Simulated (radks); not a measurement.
Q: These are the eigenvalues of the occupied orbitals of an atom or ion with whole-number occupations (Ry). All-electron calculation, scalar-relativistic Kohn-Sham, AM05, spin-polarised, spherical densities, finite nucleus; Fermi nuclear charge, rms radius of each element as measured or else 0.836 A^(1/3) + 0.57 fm. Program: a radial shooting solver on a logarithmic mesh with Libxc functionals.

orbital  eigenvalue
1s down   -5103.095
1s up     -5103.095
2s up     -881.9084
2s down   -881.8956
2p up     -771.8349
2p down   -771.8245
3s up     -203.9733
3s down   -203.9685
3p up     -171.3646
3p down   -171.3595
3d up     -133.7638
3d down   -133.7550
4s up     -42.95961
4s down   -42.94869
4p up     -32.25565
4p down   -32.24512
4d up     -18.67624
4d down   -18.66332
5s up      -7.03434
5s down    -6.91613
5p up      -4.41830
5p down    -4.25742
4f up      -3.62584
4f down    -3.59729
5d up      -1.54061

Which element is it, and in what charge state? The configuration may be excited. Open shells, if any, are filled with parallel spins first.

A: Z = 74, tungsten, charge +2: W2+ in [Xe] 4f14 5d4. The list shows which subshells hold electrons but not how many an open one holds; the 1s level, -2551.5 hartree, gives Z - s = 71.4 by -(Z - s)^2/2, which with screening and relativity narrows Z to a few neighbours, and the depths of the outer levels then fix element, charge and occupations together.
